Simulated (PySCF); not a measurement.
Compound: C4H10NSi (doublet state).
Geometry (GFN2-xTB, Å), atoms numbered from 1 in this order:
```
atom  x, y, z in Å
N1     2.6185    0.1387    0.6386
C2     1.5079   -0.1811   -0.1411
C3     0.1679    0.2879    0.2094
C4    -0.7142    0.6831   -1.0109
Si5   -2.2275   -0.2120   -0.2667
C6    -0.7836   -0.7896    0.8343
H7     2.5399    1.0259    1.1176
H8     3.5089    0.0250    0.1743
H9     1.6289   -1.0184   -0.8070
H10    0.2448    1.1327    0.8997
H11   -0.3400    0.2198   -1.9229
H12   -0.7581    1.7559   -1.1877
H13   -2.8993   -1.2110   -1.0961
H14   -3.2006    0.6641    0.3876
H15   -0.8683   -0.7181    1.9164
H16   -0.4326   -1.7942    0.6023
```

The hyperfine couplings belong to this conformer and change with its torsions.

Identity: `N[CH]C1C[SiH2]C1` [radical].

Computed with UKS B3LYP, pcH-1 on C H N Si, non-relativistic, mean-field spin-orbit, GIAO in PySCF 2.14.0. Isolated species at its GFN2-xTB geometry (one conformer only). The geometry wasn't refined by DFT: couplings that depend on bond lengths, twists or pyramidal angles can differ widely from those at the functional's own minimum. Stability of the SCF solution: not tested.

The largest Mulliken spin populations are on C2 (+0.84), N1 (+0.16) and C3 (-0.08). The positive populations add up to 1.12 and the negative ones to -0.12, together 2S = 1. The angles at C2 add up to 357.3°, so it is nearly planar; its axial dipolar tensor and the negative coupling of its proton fit spin in a p orbital normal to that plane.

Problem. McConnell's relation a(H) = Q·ρ ties the coupling of a proton on a planar π carbon to the spin population of that carbon. What Q do the computed values give?

Solution. 
```json
{"H": "H9", "C": "C2", "ρ(C)": "+0.840", "a(H) (G)": "-16.53", "a/ρ (G)": "-19.7"}
```

One proton gives one ratio, Q = -19.7 G, and no test of linearity.

Couplings in gauss use g_iso = 2.0027.
